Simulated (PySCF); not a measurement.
C4H2N2, SMILES C#C/C=N/C#N. Geometry: PBE0-D3(BJ)/def2-SVP. The structure was generated by enumeration; whether it is a known compound was not checked.

Computed equilibrium geometry at PBE0-D3(BJ)/def2-SVP (PySCF confirms it by a frequency run) as a Z-matrix, and its point group:
point group Cs.
```
C
N 1 1.2842
C 2 1.3279 1 120.54
N 3 1.1644 2 174.68 1 180.00
H 1 1.1039 2 122.15 3 0.00
C 1 1.4206 5 116.29 2 180.00
C 6 1.2130 5 149.42 1 180.00
H 7 1.0759 5 161.36 1 180.00
```
